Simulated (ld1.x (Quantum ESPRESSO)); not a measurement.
Before and after: TM potential for Mo

molybdenum (Mo), norm-conserving Troullier–Martins (Kleinman–Bylander form), made with ld1.x (Quantum ESPRESSO) 7.5 (PBE, scalar-relativistic). Core [Ar] 3d10, reference 4s2 4p6 4d5 5s0 5p0 (charge +1). Waves: 4s (bound): rc 1.45 bohr; 4d (bound): rc 1.50 bohr; 4f channel at 0.25 Ry: rc 2.00 bohr; 4p (bound): rc 2.10 bohr. Local part: the p channel. Core correction: Bessel-smoothed model core inside 1.45 bohr.

Change: wave 4d (bound): rc 1.50 bohr becomes 4d (bound): rc 1.12 bohr.

Cutoffs: the cutoffs (Ry, on a coarse ladder) from which the occupation-weighted sum of valence levels, in a spherical-Bessel basis at the reference potential, stays within 10 and 1 mRy of its value at 400 Ry; they do not see the model core or the augmentation charge, which bear on the density cutoff. Errors are all-electron minus pseudo energies relative to the spin-unpolarised reference configuration.

What does the change do?

The potential gets harder (70 Ry and 110 Ry → 110 Ry and 160 Ry); of the 7 tests that both files solve, the error grows in 1 and shrinks in 1 by more than 15 % and 0.3 meV (median size 106.3 → 106.1 meV); neither file shows a bound ghost. A smaller radius makes the pseudo-wave follow the all-electron one further in, where it bends more sharply, so more plane waves are needed.

| quantity | base | changed |
| --- | --- | --- |
| cutoff, loose | 70 Ry | 110 Ry |
| cutoff, tight | 110 Ry | 160 Ry |
| loose cutoff by channel (10 mRy a level) | s 60 Ry, d 35 Ry, p 21 Ry | s 60 Ry, d 80 Ry, p 21 Ry |
| bound ghosts | none | none |
| error for 4s2 4p6 4d5 5s1 5p0, meV [ΔE -6.89 eV] | +228 | +228 |
| error for 4s2 4p6 4d4 5s0 5p0, meV [ΔE 15.46 eV] | +8.9 | +11 |
| error for 4s2 4p6 4d3 5s0 5p0, meV [ΔE 42.21 eV] | +44 | +49 |
| error for 4s2 4p6 4d5 5s0.5 5p0, meV [ΔE -4.16 eV] | +130 | +130 |
| error for 4s2 4p6 4d2 5s0 5p0, meV [ΔE 81.71 eV] | +116 | +125 |
| error for 4s2 4p6 4d6 5s0 5p0, meV [ΔE -6.13 eV] | +2.5 | +2.0 |
| error for 4s2 4p6 4d5.5 5s0.5 5p0, meV [ΔE -6.61 eV] | +106 | +106 |
| s: phases at 2.30 bohr within 0.05 rad from the reference energy up to (Ry; the scan ends near 5) | -1.0 | -1.0 |
| p: phases at 2.30 bohr within 0.05 rad from the reference energy up to (Ry; the scan ends near 5) | -0.2 | -0.2 |
| d: phases at 2.30 bohr within 0.05 rad from the reference energy up to (Ry; the scan ends near 5) | 1.9 | 1.9 |
| f: phases at 2.30 bohr within 0.05 rad from the reference energy up to (Ry; the scan ends near 5) | 3.8 | 3.8 |
